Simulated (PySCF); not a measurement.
## Correlation energy of Mo⁺ (molybdenum, charge +1)

Starting occupation: [Kr] 4d4 5s1, 4d5/2 with m_j = -1/2, +1/2, +3/2, +5/2, 5s1/2 with m_j = +1/2. All numbers are calculated (PySCF 2.14, X2C-1e with screened-nucleus spin-orbit coupling, Gaussian nucleus, in x2c-SVPall-2c with one added diffuse shell each of s, p, d type (7s9p7d1f, 76 functions)). Frozen: [Ar] 3d10; 13 electrons correlated; the 6 highest virtual spinors left out.

MP2 pair energies summed by pair of shells (mhartree):

```tsv
pair	energy	share (%)
4d-4p	-91.69	38.0
4p-4p	-72.75	30.2
4d-4d	-27.74	11.5
4p-4s	-15.68	6.5
4p-5s	-12.67	5.3
4d-5s	-10.99	4.6
4d-4s	-5.41	2.2
4s-4s	-3.52	1.5
4s-5s	-0.73	0.3
```

Total MP2 correlation energy: -241.18 mhartree.

The GHF reference relaxed away from the jj start to a determinant that is no pure jj level (⟨S²⟩ = 8.74, ⟨J²⟩ = 24.76); the energies belong to that determinant.

This basis was not built for core-valence correlation, so the inner-shell part is incomplete.
